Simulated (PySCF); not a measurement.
Ni: ionisation energy

Ni [Ar] 3d8 4s2 (3F) → Ni⁺ [Ar] 3d9 (2D), as a difference of total energies. Computed with PySCF 2.14 in jorge-DZP-DKH, with the spin-free X2C one-electron Hamiltonian (Gaussian nucleus). Correlated levels: valence: [Ar] frozen. The calculations carry no spin-orbit coupling.

```csv
method,ionisation energy (eV),difference from reference (eV)
UHF,8.666,+1.026
LDA,8.121,+0.481
MP2 (valence),7.609,-0.031
SCS-MP2 (valence),7.816,+0.176
```

Reference: 7.640 eV (measured; NIST Atomic Spectra Database, ionization energies).

The reference lies between the lowest fine-structure levels, while these numbers refer to the centres of the terms.

Errors of the correlated levels include the incompleteness of this basis and the frozen core.
